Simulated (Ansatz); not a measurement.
An input meant for [TaS4]3- (TaS₄³⁻) (charge -3, singlet).

```yaml
crystal:
  periodic: [false, false, false]
  atoms:
    - {symbol: Ta, position_ang: [-0.000139, -0.000013, -0.000096]}
    - {symbol: S, position_ang: [0.011224, -0.018345, 2.345428]}
    - {symbol: S, position_ang: [2.207794, 0.010899, -0.791995]}
    - {symbol: S, position_ang: [-1.113510, 1.918839, -0.761707]}
    - {symbol: S, position_ang: [-1.105369, -1.911391, -0.791619]}
basis:
  gaussian: {orbitals: def2-TZVPP, fitting: {mean_field: cc-pVTZ-jkfit}}
total_charge: -3
hamiltonian: {xc: {name: wB97}, pseudopotentials: {relativity: none}}
scf: {omitted_lower_state_checks: [starts]}
output: {forces: true}
```

```sh
$ ansatz run in.yaml --threads 4 --pin off --events-out ev --progress --plain --max-ram 3916MiB
```

Output, abridged:

```
Functional definition: wB97
Error: [file] the basis set cc-pVTZ-JKFIT has no functions for Ta
```

In the def2 sets Ta takes a core potential; there is no spin–orbit coupling. A multiply charged anion in the gas phase is held together partly by the finite basis. The highest occupied level of an anion often lies above zero with these methods, and sets without diffuse functions describe the outer electron poorly.
